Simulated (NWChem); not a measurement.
All runs are NWChem calculations. System: Cl4Pd (-2), charge -2, spin multiplicity 1, at a geometry optimised with PBE0/def2-SVP with def2 effective core potentials on Pd. The structure started from a generated list of species. Level: G0W0@HF/def2-SVPD with def2 effective core potentials on Pd, RI basis def2-svpd-rifit, no spin-orbit coupling.

The NWChem input:

```
start mol
memory heap 200 mb stack 700 mb global 1700 mb
charge -2
geometry units angstroms nocenter noautoz
  Pd     0.000000     0.000000     0.000000
  Cl     0.000000     0.000000     2.363811
  Cl     2.363809     0.000000     0.000000
  Cl     0.000000     0.000000    -2.363811
  Cl    -2.363809     0.000000     0.000000
  symmetry group D2h
end
basis spherical
  * library def2-svpd
end
ecp
  Pd library def2-ecp
end
basis "ri basis" bse spherical
  * library def2-svpd-rifit
end
dft
  xc hfexch
  iterations 100
  direct
  tolerances tight
end
task dft energy
gw
  states alpha occ 4 vir 2
end
task dft gw
```

NWChem printed:

```
             Northwest Computational Chemistry Package (NWChem) 7.3.0
             --------------------------------------------------------

                                NWChem Input Module
                                -------------------

 Scaling coordinates for geometry "geometry" by  1.889725989
 (inverse scale =  0.529177249)

 Turning off AUTOSYM since
 SYMMETRY directive was detected!

                             Geometry "geometry" -> ""
                             -------------------------

 Output coordinates in angstroms (scale by  1.889725989 to convert to a.u.)

  No.       Tag          Charge          X              Y              Z
 ---- ---------------- ---------- -------------- -------------- --------------
    1 Pd                  46.0000     0.00000000     0.00000000     0.00000000
    2 Cl                  17.0000     0.00000000     0.00000000     2.36381100
    3 Cl                  17.0000     2.36380900     0.00000000     0.00000000
    4 Cl                  17.0000     0.00000000     0.00000000    -2.36381100
    5 Cl                  17.0000    -2.36380900     0.00000000     0.00000000

 Effective nuclear repulsion energy (a.u.)     947.9426490113

            Nuclear Dipole moment (a.u.)
            ----------------------------
        X                 Y               Z
 ---------------- ---------------- ----------------
     0.0000000000     0.0000000000     0.0000000000

      Symmetry information
      --------------------

 Group name             D2h
 Group number             26
 Group order               8
 No. of unique centers     3

      Symmetry unique atoms

     1    2    3


 Summary of "ao basis" -> "" (spherical)
 ------------------------------------------------------------------------------
       Tag                 Description            Shells   Functions and Types
 ---------------- ------------------------------  ------  ---------------------
 *                         def2-svpd                  on all atoms

 Summary of "ri basis" -> "" (spherical)
 ------------------------------------------------------------------------------
       Tag                 Description            Shells   Functions and Types
 ---------------- ------------------------------  ------  ---------------------
 *                      def2-svpd-rifit               on all atoms

  xc_inp: hfexch multiplicative factor not found.

                                 NWChem DFT Module
                                 -----------------

 Summary of "ao basis" -> "ao basis" (spherical)
 ------------------------------------------------------------------------------
       Tag                 Description            Shells   Functions and Types
 ---------------- ------------------------------  ------  ---------------------
 Pd                        def2-svpd                12       34   5s4p2d1f
 Cl                        def2-svpd                11       27   5s4p2d

 Summary of "ao basis" -> "ao basis" (spherical)
 ------------------------------------------------------------------------------
       Tag                 Description            Shells   Functions and Types
 ---------------- ------------------------------  ------  ---------------------
 Pd                        def2-svpd                12       34   5s4p2d1f
 Cl                        def2-svpd                11       27   5s4p2d

      Symmetry analysis of basis
      --------------------------

        ag         35
        au          5
        b1g        10
        b1u        25
        b2g        14
        b2u        18
        b3g        10
        b3u        25

            General Information
            -------------------
          SCF calculation type: DFT
          Wavefunction type:  closed shell.
          No. of atoms     :     5
          No. of electrons :    88
           Alpha electrons :    44
            Beta electrons :    44
          Charge           :    -2
          Spin multiplicity:     1
          Use of symmetry is: on ; symmetry adaption is: on
          Maximum number of iterations: 100
          This is a Direct SCF calculation.
          AO basis - number of functions:   142
                     number of shells:    56
          Convergence on energy requested:  1.00D-06
          Convergence on density requested:  1.00D-05
          Convergence on gradient requested:  5.00D-04

              XC Information
              --------------
                     Hartree-Fock (Exact) Exchange  1.000

          Convergence Information
          -----------------------
          Convergence aids based upon iterative change in
          total energy or number of iterations.
          Levelshifting, if invoked, occurs when the
          HOMO/LUMO gap drops below (HL_TOL):  1.00D-02
          DIIS, if invoked, will attempt to extrapolate
          using up to (NFOCK): 10 stored Fock matrices.

                    Damping( 0%)  Levelshifting(0.5)       DIIS
                  --------------- ------------------- ---------------
          dE  on:    start            ASAP                start
          dE off:    2 iters        100 iters           100 iters

      Screening Tolerance Information
      -------------------------------
          Density screening/tol_rho:  1.00D-10
          AO Gaussian exp screening on grid/accAOfunc:  14
          CD Gaussian exp screening on grid/accCDfunc:  20
          XC Gaussian exp screening on grid/accXCfunc:  20
          Schwarz screening/accCoul:  1.00D-08

      Superposition of Atomic Density Guess
      -------------------------------------

 Sum of atomic energies:       -1983.01154553
[...]
    21 ag         22 b3u        23 b1u        24 b2u        25 ag
    26 b3u        27 b1u        28 ag         29 ag         30 ag
    31 b2g        32 b1u        33 b3u        34 b1g        35 b3g
    36 b2u        37 b2u        38 b3u        39 b1u        40 b2g
    41 ag         42 b3g        43 b1g        44 b2g        45 ag
    46 b3u        47 b1u        48 ag         49 ag         50 b2u
    51 b1u        52 b3u        53 ag         54 b3g

   convergence    iter        energy       DeltaE   RMS-Dens  Diis-err    time
 ---------------- ----- ----------------- --------- --------- ---------  ------
 d= 0,ls=0.0,diis     1  -1964.3923248887 -2.49D+03  1.20D-02  2.18D+00     1.2
 d= 0,ls=0.0,diis     2  -1964.5777230050 -1.85D-01  3.75D-03  2.85D-01     1.9
 d= 0,ls=0.0,diis     3  -1964.6132299095 -3.55D-02  1.29D-03  4.48D-02     2.7
 d= 0,ls=0.0,diis     4  -1964.6188960541 -5.67D-03  9.23D-04  3.12D-03     3.4
 d= 0,ls=0.0,diis     5  -1964.6206434183 -1.75D-03  3.80D-04  5.24D-04     4.2
 d= 0,ls=0.0,diis     6  -1964.6208618100 -2.18D-04  6.32D-05  1.82D-05     4.9
 d= 0,ls=0.0,diis     7  -1964.6208694786 -7.67D-06  1.69D-05  8.62D-07     5.7
 d= 0,ls=0.0,diis     8  -1964.6208698088 -3.30D-07  4.65D-06  3.45D-08     6.4

         Total DFT energy =    -1964.620869808834
      One electron energy =    -3838.532035119938
           Coulomb energy =     1474.773102750462
    Exchange-Corr. energy =     -122.563271752979
 Nuclear repulsion energy =      521.701334313621

 Numeric. integr. density =        0.000000000000

     Total iterative time =      6.0s

                  Occupations of the irreducible representations
                  ----------------------------------------------

                     irrep           alpha         beta
                     --------     --------     --------
                     ag               12.0         12.0
                     au                0.0          0.0
                     b1g               3.0          3.0
                     b1u               8.0          8.0
                     b2g               5.0          5.0
                     b2u               5.0          5.0
                     b3g               3.0          3.0
                     b3u               8.0          8.0

                       DFT Final Molecular Orbital Analysis
                       ------------------------------------

 Vector   42  Occ=2.000000D+00  E=-1.019457D-01  Symmetry=b3g
              MO Center= -4.3D-16,  5.8D-16, -1.1D-13, r^2= 6.2D+00
   Bfn.  Coefficient  Atom+Function         Bfn.  Coefficient  Atom+Function
  ----- ------------  ---------------      ----- ------------  ---------------
    47     -0.415706  2 Cl py               101      0.415706  4 Cl py
    19      0.404684  1 Pd d -1              44     -0.300624  2 Cl py
    98      0.300624  4 Cl py                41     -0.174004  2 Cl py
    95      0.174004  4 Cl py                50     -0.093517  2 Cl py
   104      0.093517  4 Cl py                24      0.050107  1 Pd d -1

 Vector   43  Occ=2.000000D+00  E=-1.019456D-01  Symmetry=b1g
              MO Center= -1.3D-13, -2.5D-18, -1.9D-16, r^2= 6.2D+00
   Bfn.  Coefficient  Atom+Function         Bfn.  Coefficient  Atom+Function
  ----- ------------  ---------------      ----- ------------  ---------------
    74     -0.415706  3 Cl py               128      0.415706  5 Cl py
    18      0.404685  1 Pd d -2              71     -0.300624  3 Cl py
   125      0.300624  5 Cl py                68     -0.174004  3 Cl py
   122      0.174004  5 Cl py                77     -0.093517  3 Cl py
   131      0.093517  5 Cl py                23      0.050107  1 Pd d -2

 Vector   44  Occ=2.000000D+00  E=-8.663828D-02  Symmetry=b2g
              MO Center=  1.3D-16, -1.2D-29, -1.9D-16, r^2= 7.0D+00
   Bfn.  Coefficient  Atom+Function         Bfn.  Coefficient  Atom+Function
  ----- ------------  ---------------      ----- ------------  ---------------
    46      0.329222  2 Cl px                75     -0.329222  3 Cl pz
   100     -0.329222  4 Cl px               129      0.329222  5 Cl pz
    43      0.241974  2 Cl px                72     -0.241974  3 Cl pz
    97     -0.241974  4 Cl px               126      0.241974  5 Cl pz
    40      0.139125  2 Cl px                69     -0.139125  3 Cl pz

 Vector   45  Occ=0.000000D+00  E= 3.036071D-01  Symmetry=b3u
              MO Center= -2.2D-15, -1.4D-18,  4.5D-16, r^2= 2.6D+01
   Bfn.  Coefficient  Atom+Function         Bfn.  Coefficient  Atom+Function
  ----- ------------  ---------------      ----- ------------  ---------------
    12      4.880470  1 Pd px                66     -4.903478  3 Cl s
   120      4.903478  5 Cl s                 76      2.178209  3 Cl px
   130      2.178209  5 Cl px                15      1.472302  1 Pd px
    65      0.514173  3 Cl s                119     -0.514173  5 Cl s
    88     -0.204942  3 Cl d  2             142      0.204942  5 Cl d  2

 Vector   46  Occ=0.000000D+00  E= 3.036071D-01  Symmetry=b1u
              MO Center= -3.6D-16, -4.6D-16, -3.1D-16, r^2= 2.6D+01
   Bfn.  Coefficient  Atom+Function         Bfn.  Coefficient  Atom+Function
  ----- ------------  ---------------      ----- ------------  ---------------
    14      4.880470  1 Pd pz                39     -4.903474  2 Cl s
    93      4.903474  4 Cl s                 51      2.178209  2 Cl pz
   105      2.178209  4 Cl pz                17      1.472300  1 Pd pz
    38      0.514174  2 Cl s                 92     -0.514174  4 Cl s
    59     -0.237525  2 Cl d  0             113      0.237525  4 Cl d  0

 Vector   47  Occ=0.000000D+00  E= 3.051575D-01  Symmetry=ag
              MO Center=  3.2D-15, -4.5D-13, -4.9D-14, r^2= 2.1D+01
   Bfn.  Coefficient  Atom+Function         Bfn.  Coefficient  Atom+Function
  ----- ------------  ---------------      ----- ------------  ---------------
     5      6.151737  1 Pd s                 39     -1.676300  2 Cl s
    66     -1.676309  3 Cl s                 93     -1.676300  4 Cl s
   120     -1.676309  5 Cl s                 51      1.086482  2 Cl pz
    76      1.086488  3 Cl px               105     -1.086482  4 Cl pz
   130     -1.086488  5 Cl px                 4      1.066380  1 Pd s

 center of mass
 --------------
 x =   0.00000000 y =   0.00000000 z =   0.00000000

 moments of inertia (a.u.)
 ------------------
        1395.515022573534           0.000000000000           0.000000000000
           0.000000000000        2791.027683681737           0.000000000000
           0.000000000000           0.000000000000        1395.512661108203

     Multipole analysis of the density
     ---------------------------------

     L   x y z        total         alpha         beta         nuclear
     -   - - -        -----         -----         ----         -------
     0   0 0 0     -2.000000    -44.000000    -44.000000     86.000000

     1   1 0 0      0.000000      0.000000      0.000000      0.000000
     1   0 1 0      0.000000      0.000000      0.000000      0.000000
     1   0 0 1      0.000000      0.000000      0.000000      0.000000

     2   2 0 0    -86.546508   -382.485370   -382.485370    678.424233
     2   1 1 0      0.000000      0.000000      0.000000      0.000000
     2   1 0 1     -0.000000     -0.000000     -0.000000      0.000000
     2   0 2 0    -59.168141    -29.584070    -29.584070      0.000000
     2   0 1 1      0.000000      0.000000      0.000000      0.000000
     2   0 0 2    -86.546579   -382.485980   -382.485980    678.425381

 Task  times  cpu:        6.4s     wall:        6.4s

                                NWChem Input Module
                                -------------------

                                 NWChem GW Module
                                 ----------------

                             ***********************
                             ***        GW       ***
                             ***********************

 Summary of "ri basis" -> "ri basis" (spherical)
 ------------------------------------------------------------------------------
       Tag                 Description            Shells   Functions and Types
 ---------------- ------------------------------  ------  ---------------------
 Pd                     def2-svpd-rifit             33      141   9s8p7d5f3g1h
 Cl                     def2-svpd-rifit             24       78   9s6p6d3f

                 Memory Information
                 ------------------
          Available GA per process is          1699.8 MBs
          Available stack per process is        700.0 MBs
          Available heap per process is         199.7 MBs

          Peak memory in Initialization
              Peak GA per process is                 24.1 MBs
              Peak stack per process is               0.2 MBs
              Peak heap per process is               25.3 MBs
              Memory not in MA per process            0.0 MBs

          Peak memory in AFF Calculation
              Peak GA per process is                179.0 MBs
              Peak stack per process is             141.9 MBs
              Peak heap per process is                0.0 MBs
              Memory not in MA per process          141.9 MBs

          Computing 2-center integrals
          Computing Inverse Cholesky factor
          Computing 3-center integrals
          Computing V_xc ...
          Computing Sigma_x
          Computing RPA polarizability
          Solving quasiparticle equations

                  Alpha Orbitals
          State     Energy (eV)     Error (eV)
          -----------------------------------
@GW        41         -1.771           0.002
@GW        42         -1.469           0.003
@GW        43         -1.469           0.003
@GW        44         -1.243           0.002
@GW        45          8.062           0.004
@GW        46          8.061           0.004

   Applying   1.1142 eV scissor-shift to rest of particle states

   Applying  -0.1997 eV scissor-shift to rest of hole states

     GW Timing Statistics
   ------------------------
   Init.   :          0.1s
     ERIs  :          1.3s
     Distr.:          0.0s
     Vxc   :          0.7s
   Sigma_x :          0.0s
   RPA     :         11.5s
   Wmn     :          0.1s
   Sigma_c :          0.0s
   GW total:         13.7s

 Task  times  cpu:       13.7s     wall:       13.7s

 Total times  cpu:       20.1s     wall:       20.1s
```
